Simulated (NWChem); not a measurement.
# C2H5BO2; SMILES C=CB(O)O

Program: NWChem. Pople sets run with spherical d functions. B3LYP is NWChem's, with the RPA form of VWN correlation. Each level has its own optimisation; frequencies are unscaled. Brackets give each atom's bonded neighbours. One conformer.

| level | r B–C (Å) | r C–C (Å) | r C–H [C(BCH)–H(C)] (Å) | r C–H [C(CHH)–H(C)] (Å) | highest harmonic frequency (cm⁻¹) | lowest (cm⁻¹) | zero-point energy (kcal/mol) | dipole (D) |
|---|---|---|---|---|---|---|---|---|
| Hartree-Fock/STO-3G | 1.567 | 1.314 | 1.084 | 1.084 | 4328 | 91 | 56.1 | 1.21 |
| B3LYP/3-21G | 1.557 | 1.339 | 1.093 | 1.087 | 3585 | 92 | 47.7 | 1.47 |
| B3LYP/6-31G* | 1.564 | 1.340 | 1.094 | 1.088 | 3798 | 79 | 48.1 | 1.33 |
